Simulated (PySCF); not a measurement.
Cl3Se, charge +1, singlet, geometry from GFN2-xTB. Base run: B3LYP/pcseg-1 (PySCF).

Here is a job for PySCF.
```python
from pyscf import gto, scf, dft

mol = gto.M(
    atom='''
Se   -0.17104784    0.20735202    0.48711478
Cl   -1.49710513   -1.14549165   -0.46172271
Cl    0.20006690    1.62349849   -1.04445615
Cl    1.63913392   -0.89271087    0.53194930
''',
    basis='pcseg-1',
    charge=1,
    verbose=3,
)

mf = dft.RKS(mol)
mf.xc = 'b3lyp'
mf.kernel()
```

Variants of this job, named by their change:

```
change                                                                                   basis functions       E (Eh)  HOMO (eV)  HOMO-LUMO gap (eV)
---------------------------------------------------------------------------------------  ---------------  -----------  ---------  ------------------
base                                                                                                  81  -3781.57616     -15.02                5.55
basis = x2c-SVPall; relativity = none                                                                 86  -3768.49779     -14.85                5.68
basis = cc-pVTZ-DK; relativity = none                                                                145  -3762.60390     -14.84                5.70
basis = x2c-SVPall; relativity = spin-free X2C; nucleus = Gaussian (with nucmod='G')                  86  -3813.57223     -14.87                5.52
basis = jorge-DZP-DKH; relativity = none                                                             115  -3774.71641     -15.06                5.34
basis = cc-pVTZ-DK; relativity = spin-free X2C; nucleus = Gaussian (with nucmod='G')                 145  -3814.56786     -14.88                5.60
basis = cc-pVTZ-DK; relativity = spin-free X2C                                                       145  -3814.58767     -14.88                5.60
basis = x2c-SVPall; relativity = spin-free X2C                                                        86  -3813.58772     -14.87                5.52
basis = jorge-DZP-DKH; relativity = spin-free X2C                                                    115  -3814.36043     -15.07                5.25
basis = jorge-DZP-DKH; relativity = spin-free X2C; nucleus = Gaussian (with nucmod='G')              115  -3814.34262     -15.07                5.25
```

Totals shift with the method and basis; they matter in differences.

Basis sets contracted for a relativistic Hamiltonian are a mismatch without it, so the rows without relativity aren't non-relativistic limits. No row has spin-orbit coupling; sets with core potentials leave out the core electrons.
